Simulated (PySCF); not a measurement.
These are PySCF with PBE-D3(BJ)/def2-TZVP // M06-2X/def2-TZVP values and carry that method's errors. All species are isolated molecules in the gas phase. Delta-SCF ions had no search for a lower state. 

Reference species (SMILES): `B` (neutral, multiplicity 1).

- LUMO = -3.04 eV
- HOMO–LUMO gap = 5.44 eV
- vertical ionisation energy (Delta-SCF) = 12.91 eV

After one change: the LUMO goes up by 1.62 eV; the HOMO–LUMO gap goes up by 0.50 eV; the vertical ionisation energy (Delta-SCF) decreases by 1.46 eV.

Question: What was changed between the two runs? The new species is one of these.
(A) `B[Si](F)(F)F`
(B) `BO`
(C) `BC(F)(F)F`
(D) `BN(C)C`

Answer: B, `BO`
